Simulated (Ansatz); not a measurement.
# 1,2-elimination

Start structure (SiN2H4Cl2, singlet), relaxed at PBE0-D4/def2-TZVP:

| atom | x (Å) | y (Å) | z (Å) |
| --- | --- | --- | --- |
| Si1 | -0.2091 | 0.1806 | 0.3646 |
| N2 | 1.4414 | -0.1598 | 0.2489 |
| N3 | -0.9622 | -0.2535 | -1.0838 |
| H4 | -0.6188 | 0.1096 | -1.9583 |
| Cl5 | -0.2967 | 2.1663 | 0.8905 |
| Cl6 | -1.2582 | -0.8243 | 1.8197 |
| H7 | 1.7479 | -1.0835 | -0.0108 |
| H8 | 2.1044 | 0.3154 | 0.8380 |
| H9 | -1.9486 | -0.4505 | -1.1086 |

The step: SiN₂H₄Cl₂ ([NH2][Si]([NH2])([Cl])[Cl]) → SiNHCl₂ ([NH][Si]([Cl])[Cl]) + NH₃ (still joined by a long Si–N bond); bonds formed: N2–H4; bonds broken: N3–H4; bonds weakened to dative contacts: Si1–N2. Ansatz 0.2.0; basis: def2-TZVPP and def2-QZVPP; cores frozen in the correlated methods. Extrapolation: Hartree–Fock as exp(−7.88 √X), correlation as X^−2.97. Energies below are by CCSD(T) at an estimated basis limit (MP2 extrapolated from triple and quadruple zeta, plus CCSD(T) − MP2 in triple zeta).

Question: What are the electronic barrier and the energy of the step, from the start structure to the end structure? (Judge from chemistry; the value comes from the calculation.)

Answer: Computed: Barrier 53.83 kcal/mol; step energy 43.76 kcal/mol (uphill); reverse barrier, their difference, 10.07 kcal/mol. Barrier and step energy count from the start structure, the reverse barrier from the end structure.

The saddle point: One imaginary mode of 1323i cm⁻¹.
```tsv
pair	start (Å)	saddle (Å)	end (Å)
N2–H4	3.03	1.21	1.02
Si1–N2	1.69	1.84	1.90
N3–H4	1.01	1.45	2.35
```

Zero-point energy (harmonic, PBE0-D4): ZPE is 35.77 kcal/mol at the start and 33.54 kcal/mol at the saddle, so the barrier goes from 53.83 to 51.60 kcal/mol.

First-order rate constant out of the start structure at 498 K by transition-state theory, with harmonic vibrational free energies alone and no tunnelling: ΔA‡ = 52.61 kcal/mol, so k = (kB T/h) exp(−ΔA‡/kB T) ≈ 10^-10 s⁻¹ (an order of magnitude at best: rotation, the number of equivalent paths and anharmonicity are left out).

The T1 diagnostic stays at or below 0.012.

Labels in which every atom is bracketed show which atoms are joined, not bond orders.

For scale, one of the runs: CCSD(T)/def2-TZVPP, 244 basis functions, launched by `ansatz run in.yaml --threads 4 --pin off --events-out ev --progress --plain --max-ram 9574MiB`. The run took 2.4 min on 4 CPU threads of an Arm Neoverse V1 (shared host), with 4.6 GiB of host memory at its peak.
